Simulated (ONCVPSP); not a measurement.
**Configuration tests for Sr (Z = 38) (ONCV)**

```json
{"Element": "strontium", "Generator": "ONCVPSP 4.0.1", "Type": "optimised norm-conserving Vanderbilt (ONCV)", "Functional": "PBEsol", "Relativity": "scalar-relativistic", "Frozen core": "[Kr]", "Valence charge": "2", "Reference configuration": "5s1 5p1", "Partial waves": "5s: rc 3.85 bohr, ncon 4, nbas 8, qcut 1.7 1/bohr, 2 projectors, debl 2.4 Ha; 5p: rc 4.00 bohr, ncon 5, nbas 9, qcut 2.4 1/bohr, 2 projectors, debl 0.7 Ha; d scattering state at 0.11 Ha: rc 3.05 bohr, ncon 4, nbas 9, qcut 3.1 1/bohr, 2 projectors, debl 0.4 Ha", "Local potential": "polynomial inside 2.85 bohr (lpopt 5, dvloc0 6 Ha)", "Core correction": "none"}
```

In the d channel the program set the typed energies aside and used -0.080, 0.320 Ha.

Energies are relative to the spin-unpolarised reference configuration 5s1 5p1; without spin polarisation the order of configurations can differ from experiment.

Task: Give the all-electron excitation energy and the error of the potential for: 5s2 5p0; 5s1 5p0; 5s1.5 5p0; 4d0.5 5s1.5 5p0.

Result:

```csv
valence configuration,charge,ΔE all-electron (eV),error AE − PS (meV)
5s2 5p0,0,-2.314,+6.3
5s1 5p0,+1,3.582,-15
5s1.5 5p0,+0.5,0.031,-2.5
4d0.5 5s1.5 5p0,0,-1.165,+93
```
